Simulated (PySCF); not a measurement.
Species: CH₃OS (charge 0, doublet). It need not be the lowest isomer of its formula. SMILES: C[S]=O
Structure (B3LYP-D3(BJ)/def2-TZVP (Ansatz) minimum search):
```
C
H 1 1.0899
H 1 1.0899 2 110.00
H 1 1.0910 2 110.21 3 -121.71
S 1 1.8115 2 109.27 3 119.96
O 5 1.5012 1 106.32 2 -60.20
```
Charge 0, spin multiplicity 2.

Dispersion corrections to the total energy (kcal/mol) from the dftd3 and dftd4 libraries through PySCF: D3(BJ) without and D4 with the three-body term, each with the damping fitted for the functional named.

```tsv
functional	D3(BJ)	D4
PW6B95	-1.01	-1.82
B2GP-PLYP	-1.38	(withheld)
LC-wPBE	-1.94	-2.19
BHLYP	-2.95	-2.29
PBE	(withheld)	-1.97
B3LYP	-3.78	-3.21
PBE0	(withheld)	-1.63
```

### Question
What belongs in the gaps?

### Answer

- B2GP-PLYP, D4: -0.80
- PBE, D3(BJ): -2.14
- PBE0, D3(BJ): -1.80
